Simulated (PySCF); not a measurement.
H₈N₂Si₃, SMILES N[SiH]1[SiH2]N[SiH2]1.

Geometry optimised at B3LYP-D3(BJ)/def2-SVP. The structure was generated by enumeration, and PubChem lists no compound with its InChIKey, so it may never have been made. Other conformers were not sampled.

Computed with HF/def2-TZVP in PySCF.

Gas-phase values at a fixed geometry.

- total energy = -980.49326 hartree
- highest occupied level = -8.91 eV
- lowest empty level = 2.31 eV
- orbital gap = 11.22 eV
- dipole moment = 1.13 D
- quadrupole, principal values (traceless, Buckingham form, about the centre of nuclear charge) = -8.21, -2.22, 10.43 D·Å
- mean static polarisability = 89.5 bohr³ (13.26 Å³)
- polarisability, principal values = 77.0, 92.8, 98.7 bohr³
